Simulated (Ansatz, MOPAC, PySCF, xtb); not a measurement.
Complex: stibine (SMILES [SbH3]) (first 4 atoms) with C2H4 (SMILES C=C); geometry from B3LYP-D3(BJ)/def2-TZVP, rigid monomers moved along the line of their centres of mass till Sb1···C6 is 5.06 Å.
(charge 0, multiplicity 1):
```json
[
 {"atom": "Sb", "x (Å)": "0.6126", "y (Å)": "-0.1406", "z (Å)": "0.6466"},
 {"atom": "H", "x (Å)": "1.1955", "y (Å)": "0.4873", "z (Å)": "-0.8452"},
 {"atom": "H", "x (Å)": "1.9767", "y (Å)": "0.4665", "z (Å)": "1.4844"},
 {"atom": "H", "x (Å)": "-0.2803", "y (Å)": "1.2875", "z (Å)": "0.9520"},
 {"atom": "C", "x (Å)": "-0.4487", "y (Å)": "0.5475", "z (Å)": "5.6693"},
 {"atom": "C", "x (Å)": "-0.6023", "y (Å)": "-0.7610", "z (Å)": "5.5243"},
 {"atom": "H", "x (Å)": "0.5162", "y (Å)": "0.9868", "z (Å)": "5.8906"},
 {"atom": "H", "x (Å)": "-1.2808", "y (Å)": "1.2333", "z (Å)": "5.5659"},
 {"atom": "H", "x (Å)": "-1.5663", "y (Å)": "-1.2008", "z (Å)": "5.2994"},
 {"atom": "H", "x (Å)": "0.2303", "y (Å)": "-1.4467", "z (Å)": "5.6254"}
]
```

Monomers are frozen at their geometry in the pair; levels with a basis set take the counterpoise correction. Rows marked so take none.

Cores are frozen in the correlated methods. Filled d and f shells under p-block atoms count as core. CBS(a, b) extrapolates the correlation energy as X⁻³ and adds the Hartree–Fock energy of set b. Rows in 3-21G carry no dispersion term and start afresh at each structure; the Pople sets are all-electron and without relativity. The state reached by PM3 isn't checked.

Programs: Ansatz (Gaussian basis) for Hartree–Fock, density functionals and correlated methods; MOPAC for PM3 (differences of heats of formation); PySCF for 3-21G rows, the dispersion terms; xtb for the GFN methods. Values without a source in brackets are computed. In def2 rows elements past Kr take small-core potentials, without spin–orbit coupling.

| level | interaction energy (kJ/mol) |
|---|---|
| GFN-FF | -2.2 |
| PM3 | 0.1 |
| GFN1-xTB | -2.8 |
| HF/3-21G (no counterpoise) | -2.2 |
| PBE-D3(BJ)/def2-TZVPPD | -2.8 |
| PBE-D4/def2-TZVPPD | -2.9 |
| r2SCAN/def2-TZVPPD | (withheld) |
| CCSD/def2-SVPD | -1.8 |
| CCSD(T)/CBS(def2-SVPD, def2-TZVPPD) | -2.2 |

**Question.** Complete the blanks.

**Answer.** 
- r2SCAN/def2-TZVPPD, interaction energy (kJ/mol): -1.4

Ansatz is an electronic-structure program.
